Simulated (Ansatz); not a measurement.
Cost and result up the ladder for MoS2Cl2 (5 atoms). Total charge 0; singlet. Geometry: B3LYP-D4/def2-SVP.

| atom | x (Å) | y (Å) | z (Å) |
| --- | --- | --- | --- |
| Mo1 | 0.0011 | 0.0005 | -0.0040 |
| S2 | 1.9088 | 0.5307 | -0.7198 |
| S3 | -1.2822 | -0.1951 | -1.6617 |
| Cl4 | -0.7694 | 1.6567 | 1.3299 |
| Cl5 | 0.1417 | -1.9928 | 1.0555 |

Ansatz on 4 threads of AMD EPYC 9B45 on a shared host. Times are rough, and most runs start from the orbitals of an earlier one. No level here is sound enough to serve as a yardstick. Binding counts from free atoms at the same level (Mo septet, S triplet, Cl doublet; other spins of the atoms weren't run), without zero-point energy or a counterpoise term.

In the def2 sets Mo takes a core potential; there is no spin–orbit coupling. B3LYP takes the VWN-RPA correlation. HSE06 is defined as in plane-wave codes, on full-range PBE exchange. Correlated methods freeze 20 core orbitals; core or outer-core shells of Mo are correlated, in sets that lack core-valence functions.

Run but left out: HF/STO-3G, BHLYP-D4/def2-TZVP (restricted singlet, unstable in another Hartree–Fock run and untested here); CCSD(T)/def2-TZVP (restricted singlet, unstable towards broken spin symmetry).

Correlated methods converge slowly with the basis.

```
                          level  functions  binding energy per atom (eV)                        remarks
               PBE-D4/def2-TZVP        188                          3.75                              –
                PBE-D4/def2-SVP        103                          3.77  restricted SCF unstable in HF
              PBE-D4/def2-TZVPD        224                          3.74  restricted SCF unstable in HF
              RPA@PBE/def2-TZVP        188                          3.13                              –
             HSE06-D4/def2-TZVP        188                          3.36  restricted SCF unstable in HF
         CAM-B3LYP-D4/def2-TZVP        188                          3.27  restricted SCF unstable in HF
PBE0-D4/def2-TZVP (with forces)        188                          3.35  restricted SCF unstable in HF
             B3LYP-D4/def2-TZVP        188                          3.42  restricted SCF unstable in HF
               PBE0-D4/def2-SVP        103                          3.35  restricted SCF unstable in HF
           r2SCANh-D4/def2-TZVP        188                          3.36  restricted SCF unstable in HF
           r2SCAN-D4/def2-TZVPD        224                          3.50  restricted SCF unstable in HF
             PBE0-D4/def2-TZVPD        224                          3.35  restricted SCF unstable in HF
            r2SCAN-D4/def2-TZVP        188                          3.50  restricted SCF unstable in HF
               B97M-V/def2-TZVP        188                          3.48  restricted SCF unstable in HF
```

(1) Estimate how long each takes.

Results:

(1) PBE-D4/def2-SVP 0.45 s; PBE0-D4/def2-SVP 0.65 s; PBE-D4/def2-TZVP 0.75 s; PBE-D4/def2-TZVPD 1.1 s; B3LYP-D4/def2-TZVP 1.2 s; HSE06-D4/def2-TZVP 1.2 s; CAM-B3LYP-D4/def2-TZVP 1.4 s; RPA@PBE/def2-TZVP 1.6 s; r2SCAN-D4/def2-TZVP 1.6 s; PBE0-D4/def2-TZVP (with forces) 1.6 s; PBE0-D4/def2-TZVPD 1.6 s; r2SCANh-D4/def2-TZVP 2 s; r2SCAN-D4/def2-TZVPD 2.1 s; B97M-V/def2-TZVP 2.4 s. On shared hardware such times vary by a factor of up to 3.
